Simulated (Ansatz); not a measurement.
Mo6⁻, relaxed as a doublet with UKS PBE-D4/def2-SVPD in Ansatz, starting from the GFN2-xTB geometry. Force threshold 0.02 eV/Å.

In the def2 sets Mo takes a core potential; there is no spin–orbit coupling. The charge -1 doublet is spin-contaminated (final ⟨S²⟩ up to 1.53, 0.75 for a pure state). The highest occupied level of the charge -1 doublet lies above zero (up to 0.25 eV). It is a level of α spin, whose loss leaves a singlet; that state wasn't run at this geometry and level. The electron is either unbound and held by the finite basis, or the level is raised by self-interaction error. The relaxation made no stability test and no search for a lower SCF solution. No other spin state of charge -1 was run. Another isomer (doublet) lies 0.31 eV lower at PBE0-D4/def2-TZVPD; other spin states weren't run for this one.

Start:

```tsv
atom	x (Å)	y (Å)	z (Å)
Mo1	1.070	0.187	-0.772
Mo2	-2.017	0.463	0.581
Mo3	-0.134	-0.909	1.028
Mo4	2.331	-1.422	0.281
Mo5	-1.125	-0.151	-1.496
Mo6	-0.126	1.831	0.379
```

| step | energy (eV) | largest force component (eV/Å) | SCF passes |
| --- | --- | --- | --- |
| 1 | -11136.9826 | 2.561 | 230 |
| 2 | -11138.0353 | 1.916 | 70 |
| 3 (rejected) | -11138.0296 | 3.723 | 92 |
| 4 | -11138.2927 | 1.266 | 68 |
| 5 | -11138.4427 | 0.602 | 69 |
| 6 | -11138.4630 | 0.551 | 68 |
| 7 (rejected) | -11137.9574 | 1.607 | 92 |
| 8 | -11138.5099 | 0.262 | 61 |
| 9 | -11138.5163 | 0.119 | 54 |
| 10 | -11138.5168 | 0.113 | 55 |
| 11 | -11138.5186 | 0.013 | 44 |
| 13 | -11138.5187 | 0.016 | 47 |
| 15 (rejected) | -11138.4920 | 0.804 | 65 |
| 17 | -11138.5301 | 0.313 | 54 |
| 19 | -11138.6163 | 1.177 | 68 |
| 21 | -11139.0351 | 1.036 | 82 |
| 23 (rejected) | -11139.1679 | 0.903 | 98 |
| 25 | -11139.3502 | 0.235 | 72 |
| 27 (rejected) | -11139.3308 | 0.372 | 87 |
| 29 | -11139.3536 | 0.034 | 53 |
| 31 | -11139.3550 | 0.045 | 59 |
| 33 | -11139.3556 | 0.013 | 64 |

Force components are those of the run's own axes.

End:

```
atom   x (Å)   y (Å)   z (Å)
 Mo1   0.946   0.186  -1.408
 Mo2  -1.831   0.409   0.699
 Mo3  -0.045  -1.444   0.657
 Mo4   1.912  -0.647   1.058
 Mo5  -1.371   0.157  -1.474
 Mo6   0.389   1.340   0.468
```

Bonds formed: Mo4–Mo6 (atoms count from 1).

The force fell under the threshold at step 11, but the optimiser went on and released 0.837 eV more. No frequencies were taken in this run, so the end may be a saddle point.

It took 6.4 min on 4 threads of Arm Neoverse V2 on a shared host.
